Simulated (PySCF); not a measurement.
C₃H₅N₂, SMILES c1[nH]cc[nH+]1, charge +1.

Geometry: r2SCAN-D4/def2-SVP. The isomer is the one that the SMILES or the coordinates give; other isomers of the formula were not compared.

Computed with TDA-PBE/def2-SVPD (PySCF 2.14.0).

Vertical excitations.  State labels are in the subgroup C2v.

Computed lowest excited states:
| state | symmetry | energy (eV) | λ (nm) | f | main pairs |
|---|---|---|---|---|---|
| S1 | A1 | 6.44 | 193 | 0.164 | HOMO→LUMO 87 % |
| S2 | B1 | 7.07 | 175 | 0.000 | HOMO→LUMO+2 100 % |
| S3 | B2 | 7.66 | 162 | 0.039 | HOMO→LUMO+1 62 %, HOMO−1→LUMO 30 % |
| S4 | A2 | 7.90 | 157 | 0.000 | HOMO→LUMO+3 100 % |
| S5 | B1 | 8.70 | 142 | 0.018 | HOMO→LUMO+4 95 % |
| S6 | B1 | 8.86 | 140 | 0.015 | HOMO→LUMO+5 97 % |
| S7 | B1 | 9.00 | 138 | 0.003 | HOMO→LUMO+6 92 % |
| S8 | A2 | 9.08 | 136 | 0.000 | HOMO−1→LUMO+2 65 %, HOMO→LUMO+7 35 % |
| S9 | A2 | 9.11 | 136 | 0.000 | HOMO→LUMO+7 64 %, HOMO−1→LUMO+2 34 % |
| S10 | A1 | 9.21 | 135 | 0.341 | HOMO−1→LUMO+1 85 % |
| T1 | A1 | 4.43 | 280 | 0 | HOMO→LUMO 99 % |
| T2 | B2 | 5.17 | 240 | 0 | HOMO→LUMO+1 99 % |
| T3 | B2 | 6.36 | 195 | 0 | HOMO−1→LUMO 99 % |
| T4 | B1 | 7.00 | 177 | 0 | HOMO→LUMO+2 100 % |
Triplets are in the Tamm–Dancoff approximation.
